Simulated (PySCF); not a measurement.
Exact mass, isotope pattern and composition

Species: `C=[C]C1(CCl)CCC1` [radical].

All values are calculated from tables of isotopes.

(1) Find the molar and monoisotopic masses of C7H10Cl.

(2) Give the isotope pattern of the singly charged cation M+, merging species of the same nominal mass.

(3) Count the protons, neutrons and electrons of the monoisotopic species, and give its exact less its nominal mass.

(4) What is the composition by mass?

(5) What resolving power m/Δm just matches the spacing of the species with one 13C and with one 2H?

## Answers

(1) For C7H10Cl, with standard atomic weights, 7 × 12.011 + 1 × 35.450 + 10 × 1.008 = 129.607 g/mol. From the most abundant isotopes (12C, 35Cl, 1H), 7 × 12.000000 + 1 × 34.968853 + 10 × 1.007825 = 129.0471 u.

(2) 
| nominal mass | m/z (centroid) | relative intensity |
| --- | --- | --- |
| 129 | 129.0466 | 100.0 |
| 130 | 130.0500 | 7.7 |
| 131 | 131.0437 | 32.2 |
| 132 | 132.0470 | 2.5 |

Cut off at 0.1 %. One electron mass, 0.00055 u, is taken off.

(3) 69 protons, 60 neutrons and 69 electrons; 129.0471 − 129 = +0.0471 u.

(4) C 64.87 %, Cl 27.35 %, H 7.78 %.

(5) They lie 0.00292 u apart at mass 130.05, so m/Δm is about 45000.
